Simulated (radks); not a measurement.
Initial-state core-level shifts of neutral rubidium when its valence configuration changes from [Kr] 5s1. All-electron calculation, scalar-relativistic Kohn-Sham, PBEsol, spin-unpolarised, spherical densities, finite nucleus; Fermi nuclear charge, rms radius 4.2036 fm. Program: a radial shooting solver on a logarithmic mesh with Libxc functionals. Shifts are changes of the shell-averaged eigenvalues in eV (positive: less bound); the change of the density at the nucleus, which sets a Mossbauer isomer shift, is in e/bohr^3, on a base of 5.57e+04.

\begin{tabular}{lrrrrr}
valence & 3s & 3p & 3d & 4s & density at nucleus \\ \hline
4d1 & -1.352 & -1.351 & -1.348 & -1.306 & -3.186 \\
5p1 & -1.476 & -1.476 & -1.475 & -1.467 & -3.171 \\
5s0.5 5p0.5 & -0.754 & -0.754 & -0.753 & -0.750 & -1.535 \\
\end{tabular}
